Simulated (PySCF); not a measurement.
Si(H)3(NH2) (H5NSi), SMILES N[SiH3].

Geometry optimised at ωB97X-D3(BJ)/def2-TZVP.

Computed with PySCF with ωB97X/def2-TZVPD.

```json
{
  "total_energy": "-347.28172 hartree",
  "point_group": "Cs",
  "highest_occupied_level": "-9.89 eV",
  "lowest_empty_level": "1.83 eV",
  "orbital_gap": "11.72 eV",
  "dipole_moment": "1.25 D",
  "quadrupole, principal values (traceless, Buckingham form, about the centre of nuclear charge)": "-4.61, 1.60, 3.01 D·Å",
  "mean_static_polarisability": "38.3 bohr³ (5.68 Å³)",
  "polarisability_principal_values": "37.0, 37.2, 40.8 bohr³"
}
```
